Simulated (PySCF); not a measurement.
C2H3O, doublet, at a GFN2-xTB geometry. Base run: SVWN5/6-31G* run with PySCF.

PySCF was given this input:
```python
from pyscf import gto, scf, dft

mol = gto.Mole()
mol.atom = '''
    C     0.010874    0.762321   -0.354517
    O     0.036043    0.063011    0.803685
    C     0.046790   -0.682894   -0.413052
    H    -0.767466    1.463947   -0.590359
    H    -0.849816   -1.267184   -0.594419
    H     0.982954   -1.177411   -0.639284
'''
mol.basis = '6-31g*'
mol.charge = 0
mol.spin = 1
mol.verbose = 4
mol.build()

mf = dft.UKS(mol)
mf.xc = 'lda,vwn'
mf.kernel()
mf.analyze()
```

Each row names what was changed in the base input (with any setting that the change needs).

```
change                                                                            ΔE vs base (µEh)  SCF cycles  <S^2>        outcome
--------------------------------------------------------------------------------  ----------------  ----------  -----  -------------
base                                                                                           0.0          10  0.752      converged
init_guess = huckel                                                                            0.0          12  0.752      converged
diis_space = 4                                                                                 0.0          12  0.752      converged
conv_tol = 1e-12                                                                               0.0          13  0.752      converged
init_guess = vsap                                                                              0.0          12  0.752      converged
conv_tol = 1e-4                                                                                5.7           6  0.752      converged
conv_tol_grad = 1e-3                                                                           0.0          10  0.752      converged
diis = off; damp = 0.3 (with mf.diis_start_cycle = 200; with mf.max_cycle = 150)                 -         150      -  not converged
diis_space = 2                                                                                   -          50      -  not converged
diis = off; damp = 0.6 (with mf.diis_start_cycle = 200; with mf.max_cycle = 150)               0.0          20  0.752      converged
solver = newton; init_guess = 1e                                                               0.0           -  0.752      converged
init_guess = 1e                                                                                0.0          16  0.752      converged
level_shift = 1.0 (with mf.max_cycle = 100)                                                    0.0          47  0.752      converged
```

Open shells are given as the SCF converged; they aren't shown to be the lowest states, and a large step between rows can be another state.
